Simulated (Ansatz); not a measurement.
CH5Ge can be A, `[CH2][GeH3]`•, or B, `[CH3][GeH2]`•.

Program: Ansatz. Geometries: PBE0-D4/def2-TZVP. ΔE: electronic, gas phase. CCSD(T)/CBS is the MP2 limit (def2-TZVPP, def2-QZVPP) plus CCSD(T) − MP2 in def2-TZVPP, frozen cores. DFT in def2-TZVPP. B3LYP here is the variant with VWN-RPA as its local correlation; programs differ in this. No spin–orbit coupling; open shells (•) take unrestricted orbitals. For Ge outer-core shells are correlated without core-valence functions, which leaves a few kJ/mol of doubt a bond. Scalar relativity is left out up to krypton.

Question: Which is lower in electronic energy at CCSD(T)/CBS, and by how much? (An estimate is asked.)

Answer: The calculation gave: B, by 78.6 kJ/mol.

Question: Give E(B) − E(A) in kJ/mol with HF/def2-TZVPP, LDA (SPW92), PBE-D4, PBE0-D4, B3LYP-D4, CCSD/def2-TZVPP, B3LYP. (Estimate.)

Answer: Computed: HF/def2-TZVPP -53.3, LDA (SPW92) -98.0, PBE-D4 -88.1, PBE0-D4 -83.5, B3LYP-D4 -80.4, CCSD/def2-TZVPP -74.4, B3LYP -80.1. None reverses the order clearly.

Question: Does the order hold for the free energy at 298.15 K (harmonic terms from PBE0-D4)? (An estimate is asked.)

Answer: Ansatz gave: Yes: G(B) − G(A) = -62.7 kJ/mol. Modes under 60 cm⁻¹, often nearly free rotors, make the harmonic entropy too high.

Largest T1 diagnostic: 0.012.

In def2-TZVPP, CCSD(T) changes the Hartree–Fock value by −24.3 kJ/mol (the triples alone add −3.2 kJ/mol) and MP2 by −35.4 kJ/mol. Leaving LDA and LC-ωPBE aside and taking each functional with its dispersion term where it has one, the values, not all of them listed here, spread over 16.6 kJ/mol, from PBE-D4 to B97M-V. LDA lies −10.1 kJ/mol from PBE without D4.
